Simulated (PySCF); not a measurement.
**Correlation energy of Kr (krypton, neutral)**

[Kr], closed-shell 1S. Computed with PySCF 2.14 in aug-cc-pVDZ-DK (6s5p3d, 36 functions), with scalar relativity by spin-free X2C-1e. Frozen: [Ar] 3d10; 8 electrons correlated.

MP2 pair energies summed by pair of shells (mhartree):

```tsv
pair	energy	share (%)
4p-4p	-102.74	80.9
4s-4p	-19.16	15.1
4s-4s	-5.18	4.1
```

Total MP2 correlation energy: -127.08 mhartree.

Same-spin part -34.81 and opposite-spin part -92.26 mhartree; SCS-MP2 scales them by 1/3 and 6/5 to -122.32 mhartree.

```json
{"level": "CCSD", "correlation energy (mhartree)": "-137.66"}
{"level": "(T)", "correlation energy (mhartree)": "-2.00"}
{"level": "CCSD(T)", "correlation energy (mhartree)": "-139.66"}
```

Diagnostics: T1 = 0.0041, D1 = 0.0063, largest double amplitude 0.038.

Cost of the coupled-cluster step: 0.12 s of wall time on 1 thread of Neoverse-N1 (shared host), for 8 correlated electrons.
